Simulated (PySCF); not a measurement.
A GIAO shielding run with PySCF (density fitting, non-relativistic, gas phase) on `O([Si@@H](OC)C)[Si@H](O)SC`, C3H12O3SSi2:

```
$ OMP_NUM_THREADS=1 python probes_run.py task.json out

{"job": {"kind": "nmr", "xc": "PBE0", "basis": "pcSseg-1"}, "charge": 0, "multiplicity": 1}
C     -3.819194    -0.288965    -0.872053
O     -2.447244    -0.521398    -0.946084
Si    -1.297702     0.360603    -0.220348
C     -1.397941     0.346754     1.672629
O      0.016922    -0.444930    -0.724099
Si     1.620959    -0.375869    -0.656417
O      2.223117    -1.809367    -0.197709
S      2.234595     1.040353     0.804988
C      4.010002     0.625780     0.872694
H     -4.180691    -0.405296     0.152548
H     -4.059716     0.721618    -1.209457
H     -4.320722    -1.012165    -1.515619
H     -1.243246     1.717057    -0.765403
H     -0.497963     0.773445     2.104942
H     -2.243823     0.918736     2.043345
H     -1.495905    -0.668998     2.051972
H      2.099768    -0.009691    -1.978727
H      1.750667    -2.610338    -0.411363
H      4.473323     0.871118    -0.077053
H      4.118275    -0.431387     1.085760
H      4.447599     1.219880     1.667068
```

Hardware: 1 thread of an Arm Neoverse N1, shared host. The job also computes population analyses, field gradients.

(1) How large is the calculation?

(2) How long does it take, and how much memory does it need?

## Answers

(1) 98 electrons, 234 basis functions and 1287 auxiliary functions.

(2) 100 s of wall time, with 14 SCF cycles and 4 response iterations; peak memory 1.1 GiB. Times on a shared host scatter by some tens of per cent.
